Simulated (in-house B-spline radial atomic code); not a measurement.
Successive ionisation energies of silver; each step leads to the configuration of the next row (after the last: bare). Dirac energy differences include first-order Breit, QED and recoil terms. NIST's values go from ground level to ground level; the uncertainty of those that are theory runs from under 0.1 % in few-electron ions to several per cent in heavy many-electron ones. Computed with a B-spline radial code for spherical atoms: Dirac-Hartree-Fock, jj configuration that fills j = l - 1/2 first, finite nuclei.

A number in brackets counts the electrons of a j subshell.

```json
{"ion": "Ag30+", "configuration": "[Ne] 3s2 3p1/2(2) 3p3/2(3)", "ionisation energy (eV)": "1817.5", "tabulated value (eV)": "1810.5", "tabulated kind": "semi-empirical", "computed minus tabulated (eV)": "7", "highest orbital": "3p3/2", "largest mean radius (bohr)": "0.33176"}
{"ion": "Ag31+", "configuration": "[Ne] 3s2 3p1/2(2) 3p3/2(2)", "ionisation energy (eV)": "1888.8", "tabulated value (eV)": "1888", "tabulated kind": "semi-empirical", "computed minus tabulated (eV)": "1", "highest orbital": "3p3/2", "largest mean radius (bohr)": "0.32967"}
{"ion": "Ag32+", "configuration": "[Ne] 3s2 3p1/2(2) 3p3/2(1)", "ionisation energy (eV)": "1961.0", "tabulated value (eV)": "1979", "tabulated kind": "semi-empirical", "computed minus tabulated (eV)": "-18", "highest orbital": "3p3/2", "largest mean radius (bohr)": "0.32761"}
{"ion": "Ag33+", "configuration": "[Ne] 3s2 3p1/2(2)", "ionisation energy (eV)": "2072.3", "tabulated value (eV)": "2077", "tabulated kind": "semi-empirical", "computed minus tabulated (eV)": "-5", "highest orbital": "3p1/2", "largest mean radius (bohr)": "0.32557"}
{"ion": "Ag34+", "configuration": "[Ne] 3s2 3p1/2(1)", "ionisation energy (eV)": "?", "tabulated value (eV)": "?", "tabulated kind": "semi-empirical", "computed minus tabulated (eV)": "?", "highest orbital": "?", "largest mean radius (bohr)": "?"}
{"ion": "Ag35+", "configuration": "[Ne] 3s2", "ionisation energy (eV)": "?", "tabulated value (eV)": "?", "tabulated kind": "semi-empirical", "computed minus tabulated (eV)": "?", "highest orbital": "?", "largest mean radius (bohr)": "?"}
{"ion": "Ag36+", "configuration": "[Ne] 3s1", "ionisation energy (eV)": "2371.2", "tabulated value (eV)": "2371.99", "tabulated kind": "semi-empirical", "computed minus tabulated (eV)": "-1", "highest orbital": "3s1/2", "largest mean radius (bohr)": "0.31925"}
{"ion": "Ag37+", "configuration": "[He] 2s2 2p6", "ionisation energy (eV)": "5550.7", "tabulated value (eV)": "5558", "tabulated kind": "semi-empirical", "computed minus tabulated (eV)": "-7", "highest orbital": "2p3/2", "largest mean radius (bohr)": "0.1316"}
{"ion": "Ag38+", "configuration": "[He] 2s2 2p1/2(2) 2p3/2(3)", "ionisation energy (eV)": "5753.3", "tabulated value (eV)": "5753", "tabulated kind": "semi-empirical", "computed minus tabulated (eV)": "0", "highest orbital": "2p3/2", "largest mean radius (bohr)": "0.13072"}
{"ion": "Ag39+", "configuration": "[He] 2s2 2p1/2(2) 2p3/2(2)", "ionisation energy (eV)": "5958.8", "tabulated value (eV)": "5966", "tabulated kind": "semi-empirical", "computed minus tabulated (eV)": "-7", "highest orbital": "2p3/2", "largest mean radius (bohr)": "0.12984"}
{"ion": "Ag40+", "configuration": "[He] 2s2 2p1/2(2) 2p3/2(1)", "ionisation energy (eV)": "6167.3", "tabulated value (eV)": "6170", "tabulated kind": "semi-empirical", "computed minus tabulated (eV)": "-3", "highest orbital": "2p3/2", "largest mean radius (bohr)": "0.12898"}
{"ion": "Ag41+", "configuration": "[He] 2s2 2p1/2(2)", "ionisation energy (eV)": "?", "tabulated value (eV)": "?", "tabulated kind": "semi-empirical", "computed minus tabulated (eV)": "?", "highest orbital": "?", "largest mean radius (bohr)": "?"}
{"ion": "Ag42+", "configuration": "[He] 2s2 2p1/2(1)", "ionisation energy (eV)": "6790.9", "tabulated value (eV)": "6785", "tabulated kind": "semi-empirical", "computed minus tabulated (eV)": "6", "highest orbital": "2p1/2", "largest mean radius (bohr)": "0.12725"}
{"ion": "Ag43+", "configuration": "[He] 2s2", "ionisation energy (eV)": "7075.4", "tabulated value (eV)": "7082", "tabulated kind": "semi-empirical", "computed minus tabulated (eV)": "-7", "highest orbital": "2s1/2", "largest mean radius (bohr)": "0.12637"}
{"ion": "Ag44+", "configuration": "[He] 2s1", "ionisation energy (eV)": "7271.0", "tabulated value (eV)": "7271.298", "tabulated kind": "tabulated theory", "computed minus tabulated (eV)": "0", "highest orbital": "2s1/2", "largest mean radius (bohr)": "0.12557"}
{"ion": "Ag45+", "configuration": "1s2", "ionisation energy (eV)": "30094.9", "tabulated value (eV)": "30097.31", "tabulated kind": "tabulated theory", "computed minus tabulated (eV)": "-2", "highest orbital": "1s1/2", "largest mean radius (bohr)": "0.030887"}
{"ion": "Ag46+", "configuration": "1s1", "ionisation energy (eV)": "30965.7", "tabulated value (eV)": "30965.78", "tabulated kind": "tabulated theory", "computed minus tabulated (eV)": "0", "highest orbital": "1s1/2", "largest mean radius (bohr)": "0.030626"}
```

Task: Fill in the row of Ag34+.

Result: ionisation energy (eV): 2150.6; tabulated value (eV): 2131; computed minus tabulated (eV): 20; highest orbital: 3p1/2; largest mean radius (bohr): 0.32352.

Task: Fill in the row of Ag35+.

Result: ionisation energy (eV): 2295.1; tabulated value (eV): 2302; computed minus tabulated (eV): -7; highest orbital: 3s1/2; largest mean radius (bohr): 0.32149.

Task: Fill in the row of Ag41+.

Result: ionisation energy (eV): 6559.8; tabulated value (eV): 6551; computed minus tabulated (eV): 9; highest orbital: 2p1/2; largest mean radius (bohr): 0.12813.

Task: Where is the largest jump?

Result: From Ag44+ to Ag45+, by a factor of 4.14 (7271 to 30095 eV); the highest orbital goes from 2s1/2 to 1s1/2.

Task: How far is this level of theory from the measured and semi-empirical values?

Result: Over those 14 rows the differences run from -18 to +19.6 eV (mean absolute value 6.9 eV). The calculation leaves out correlation and, in open shells, the multiplet splittings that an average leaves out.
